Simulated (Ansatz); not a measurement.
Correlation energies of C3H3FO2Sn, SMILES `[F][Sn-]1[O]C=CC=[O+]1` by basis set

```xyz
10

F    -0.812    2.496   -0.877
Sn    0.107    2.258    0.826
O     1.461    0.865   -0.122
C     1.179   -0.306   -0.505
C     0.038   -1.044   -0.214
C    -0.987   -0.614    0.621
O    -1.092    0.501    1.206
H     1.942   -0.791   -1.126
H    -0.036   -2.040   -0.629
H    -1.799   -1.325    0.820
```

Total charge 0; spin multiplicity 1. Correlated methods include outer-core shells of Sn, which these sets cover unevenly. Sn takes the def2 core potential. Geometry: relaxed with PBE0-D4/def2-TZVP. Frozen core, restricted reference, Ansatz 0.2.0.

| basis | HF (Eh) | MP2 corr. | CCSD corr. | (T) | CCSD(T) total |
| --- | --- | --- | --- | --- | --- |
| def2-SVP | -577.65319 | -1.02029 | ? | -0.03556 | ? |
| def2-TZVPP | ? | -1.48374 | ? | -0.06241 | ? |
| def2-QZVPP | ? | -1.79076 | – | – | – |

Question: Fill in the withheld values. (Best estimate.)

Answer: The calculation gave: def2-SVP CCSD corr.: -1.05128; def2-SVP CCSD(T) total: -578.74003; def2-TZVPP HF (Eh): -578.10449; def2-TZVPP CCSD corr.: -1.48370; def2-TZVPP CCSD(T) total: -579.65060; def2-QZVPP HF (Eh): -578.12424.
